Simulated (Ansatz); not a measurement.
Pulling on the C3–H4 bond in CH4Si (SMILES C[SiH]) (multiplicity 1 held, fragments rigid). Energies count from the point at 1.090 Å.
Geometry at that point (charge 0, multiplicity 1):
```xyz
6

Si    -0.443    -0.337     0.518
H     -1.430    -0.700    -0.591
C      0.771     0.544    -0.651
H      1.647     0.949    -0.144
H      0.256     1.359    -1.175
H      1.102    -0.149    -1.434
```

R- and RO- levels are restricted; in cc, def2 and unpolarised 6-31G sets they are followed outwards from rest. Active spaces are followed from a long bond inwards. Levels need not reach the same state.

Cores are frozen in the correlated methods.

Codes used: Ansatz (a quantum-chemistry and plane-wave program) with Gaussian orbitals. Each number belongs to the level named beside it.

What is the computed energy at R = 3.488 Å (FIC-MRCISD+Q on CASSCF(2,2)/cc-pV(T+d)Z)?

474 kJ/mol

Predict the energy at R = 3.488 Å from R-HF/cc-pV(T+d)Z.

766 kJ/mol

Doubts at one or more of the structures used: a restricted determinant that unrestricted orbitals would lower (R-HF/cc-pV(T+d)Z).
